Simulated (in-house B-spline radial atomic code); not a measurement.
**PBE hybrid excitations of Cl5+**

Method: PBE hybrid with 1 exact exchange. Computed with an all-electron radial atomic-structure program (B-spline basis): linear response of the closed shell [Ne] 3s2 with the functional's adiabatic kernel; non-relativistic, point nucleus, no spin-orbit coupling, no double excitations, S, P, D and F terms only.

Command:
```bash
python run_td.py task.json out
```
Settings (radii: box in bohr, nucleus in fm):
```
Z                        17
electrons                12
configuration            [Ne] 3s2
hamiltonian              nr
method                   pbeh
box_radius               16.35
exact_exchange_fraction  1
intervals                51
```

Run time, properties included: 0.5 s on 1 thread of Arm Neoverse N1 (shared host).

The lowest states, in the order of their Tamm-Dancoff energies; the method's threshold (minus the highest occupied level) is 95.90 eV. Labels give the largest channel, * marks a mixed state, and oscillator strengths are full-response dipole values. Semilocal kernels can invert the small singlet-triplet splittings of Rydberg terms. Energies in eV:

| state | full response | Tamm-Dancoff | oscillator strength |
| --- | --- | --- | --- |
| 3s → 3p 3P | 10.301 | 10.981 | - |
| 3s → 3p 1P | 17.717 | 18.203 | 1.27 |
| 3s → 3d 3D | ? | ? | - |
| 3s → 3d 1D | 36.34 | 36.39 | - |
| 3s → 4s 3S | 49.86 | 49.87 | - |
| 3s → 4s 1S | 51.22 | 51.24 | - |
| 3s → 4p 3P | 55.46 | 55.47 | - |
| 3s → 4p 1P | 55.95 | 55.98 | 0.153 |
| 3s → 4d 3D | 62.53 | 62.53 | - |
| 3s → 4d 1D | 62.82 | 62.83 | - |
| 3s → 4f 3F | 64.69 | 64.69 | - |
| 3s → 4f 1F | 65.00 | 65.00 | - |
| 3s → 5s 3S | 69.13 | 69.14 | - |
| 3s → 5s 1S | 69.52 | 69.53 | - |
| 3s → 5p 3P | 71.64 | 71.64 | - |
| 3s → 5p 1P | 71.78 | 71.79 | 0.0621 |
| 3s → 5d 3D | 74.93 | 74.93 | - |
| 3s → 5d 1D | ? | ? | - |

Task: Where does 3s → 5d 1D lie?

Result: At 75.00 eV in full response, 75.01 eV in Tamm-Dancoff.

Task: Where does 3s → 3d 3D lie?

Result: At 33.46 eV in full response, 33.50 eV in Tamm-Dancoff.

Task: How large is the singlet-triplet splitting of 3s → 3p (P terms) in Tamm-Dancoff?

Result: 7.22 eV, from the unrounded values.

Task: What polarisabilities and dispersion coefficient does the method give?

Result: Dipole 3.123 bohr³, quadrupole 3.087 bohr⁵, C6 5.057 hartree·bohr⁶ for two such species.
